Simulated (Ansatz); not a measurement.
This geometry of a periodic cell of 33 atoms, Al32Cu (host Al, host structure fcc, interstitial Cu) is a first-order saddle point.

These are results of DFT PBEsol, scalar-relativistic, plane waves, PAW (Ansatz 0.2.0), not measurements. Settings: PAW set soft_1, cutoff 420 eV, k mesh 2x2x2, gaussian smearing 0.15 eV, no spin polarisation.

```xyz
33
Lattice="8.1000 0.0000 0.0000 0.0000 8.1000 0.0000 0.0000 0.0000 8.1000" Properties=species:S:1:pos:R:3
Al 4.121 0.035 0.035
Al 6.074 2.051 -0.027
Al 6.074 0.130 1.982
Al -0.072 0.034 0.035
Al 2.024 2.208 0.186
Al 4.087 4.091 -0.027
Al 6.074 6.098 -0.076
Al 2.025 -0.271 1.811
Al 4.062 1.997 2.076
Al 6.074 3.994 1.974
Al 4.330 -0.098 4.078
Al 6.074 2.081 4.101
Al 6.074 -0.023 6.149
Al -0.038 4.091 -0.027
Al 2.024 5.970 -0.410
Al -0.014 1.997 2.076
Al 2.025 4.981 1.883
Al 4.334 6.175 1.996
Al -0.283 -0.099 4.079
Al 2.023 1.102 4.194
Al 4.063 4.078 3.999
Al 6.074 5.947 4.095
Al 2.025 0.106 6.485
Al 4.087 1.986 6.103
Al 6.074 4.024 6.102
Al -0.285 6.174 1.997
Al -0.015 4.077 3.999
Al 2.024 6.350 4.267
Al -0.039 1.986 6.103
Al 2.024 3.869 5.889
Al 4.120 6.042 6.039
Al -0.072 6.041 6.039
Cu 2.024 3.041 3.037
```

(1) Which two structures does it join? (They come from a converged band through this point; their orientation in space is the band's.)

(2) How far does it lie above each of them?

Results:

(1) Contacts lost: Al5–Al8, Al5–Al17, Al8–Al20, Al21–Cu33, Al27–Cu33, Al28–Cu33, Al30–Cu33. Contacts made: Al5–Cu33, Al8–Cu33, Al9–Cu33, Al16–Cu33, Al17–Al28, Al20–Al30, Al28–Al30. The atom that moves furthest is Cu33, by 2.86 Å; four of its nearest neighbours are Al27 2.34, Al30 2.34, Al20 2.34, Al28 2.34 Å at the first end and Al9 2.34, Al17 2.34, Al5 2.34, Al20 2.34 Å at the last.

Initial state:

```xyz
33
Lattice="8.1000 0.0000 0.0000 0.0000 8.1000 0.0000 0.0000 0.0000 8.1000" Properties=species:S:1:pos:R:3
Al 4.070 0.000 0.001
Al 6.072 2.001 0.001
Al 6.072 0.000 2.002
Al -0.027 0.000 0.001
Al 2.022 1.950 0.002
Al 4.123 4.050 0.002
Al 6.072 6.099 0.001
Al 2.021 0.000 1.951
Al 4.078 1.993 1.995
Al 6.070 4.050 1.951
Al 4.123 0.000 4.051
Al 6.070 1.950 4.051
Al 6.073 0.000 6.100
Al -0.078 4.050 0.002
Al 2.022 6.150 0.002
Al -0.034 1.995 1.997
Al 2.024 4.050 1.713
Al 4.078 6.107 1.995
Al -0.078 0.000 4.051
Al 2.024 1.709 4.051
Al 4.356 4.050 4.051
Al 6.070 6.150 4.051
Al 2.022 0.000 6.151
Al 4.077 1.994 6.107
Al 6.070 4.050 6.151
Al -0.034 6.105 1.997
Al -0.326 4.050 4.050
Al 2.024 6.390 4.051
Al -0.033 1.996 6.105
Al 2.024 4.050 6.394
Al 4.077 6.106 6.107
Al -0.033 6.104 6.105
Cu 2.014 4.050 4.053
```

Final state:

```xyz
33
Lattice="8.1000 0.0000 0.0000 0.0000 8.1000 0.0000 0.0000 0.0000 8.1000" Properties=species:S:1:pos:R:3
Al 4.078 -0.024 -0.027
Al 6.078 2.027 -0.078
Al 6.079 -0.077 2.024
Al -0.027 -0.027 -0.030
Al 2.023 2.023 -0.320
Al 4.075 4.075 -0.024
Al 6.076 6.076 -0.028
Al 2.024 -0.309 2.026
Al 4.374 2.023 2.026
Al 6.078 4.129 2.024
Al 4.080 -0.026 4.076
Al 6.079 2.027 4.127
Al 6.077 -0.024 6.074
Al -0.024 4.078 -0.027
Al 2.027 6.078 -0.078
Al -0.309 2.024 2.026
Al 2.023 4.374 2.026
Al 4.129 6.078 2.024
Al -0.028 -0.028 4.079
Al 2.023 2.024 4.362
Al 4.077 4.077 4.074
Al 6.076 6.076 4.075
Al 2.027 -0.077 6.073
Al 4.129 2.027 6.073
Al 6.076 4.079 6.074
Al -0.077 6.078 2.024
Al -0.026 4.080 4.076
Al 2.027 6.078 4.127
Al -0.077 2.027 6.073
Al 2.027 4.128 6.073
Al 4.079 6.076 6.074
Al -0.024 6.076 6.074
Cu 2.033 2.033 2.020
```

(2) 0.97 eV above the first and 0.97 eV above the second. This is the barrier of this one path; another mechanism may lie lower. Limits of this set-up: coarse k mesh, PAW files made for another functional, a small cell, in which the defect meets its images.

Time of the run: 17 min on 2 threads of Arm Neoverse V2, on a shared host, peak memory 2 GiB.
